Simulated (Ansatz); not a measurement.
Isolated molecules relaxed with PBE0-D4/def2-TZVP in Ansatz; ΔE leaves out vibrations. CBS: MP2 limit from def2 TZ/QZ plus the TZ coupled-cluster correction, frozen cores. This one scheme is used for every species. Functionals use def2-TZVPP. def2 core potentials past Kr. For Br, Sn outer-core shells are correlated without core-valence functions, which leaves a few kJ/mol of doubt a bond. Scalar relativity is left out up to krypton. Each species was taken in one conformer, which may not be the lowest.

`O[BH][SnH2][F]` + HBr → `[F][SnH2][Br]` + `BO`  (cleavage of the Sn–B bond)

```csv
species,r2SCANh energy (Eh)
`O[BH][SnH2][F]`,-416.72791
HBr,-2574.74081
`[F][SnH2][Br]`,-2889.61965
`BO`,-101.88615
```

(1) Work out ΔE.

Largest T1 diagnostic among the species: 0.015.

## Answers

(1) ΔE = (-2889.61965) + (-101.88615) − (-416.72791) − (-2574.74081) = -0.03708 Eh = -23.3 kcal/mol. CCSD(T)/CBS gives -23.9 kcal/mol.

From BLYP to BHLYP (50 % exact exchange), in def2-TZVPP and without D4, ΔE moves by −3.9 kcal/mol. At CCSD(T), def2-SVP lies +2.3 kcal/mol from the extrapolated value and def2-TZVPP +1.7 kcal/mol.
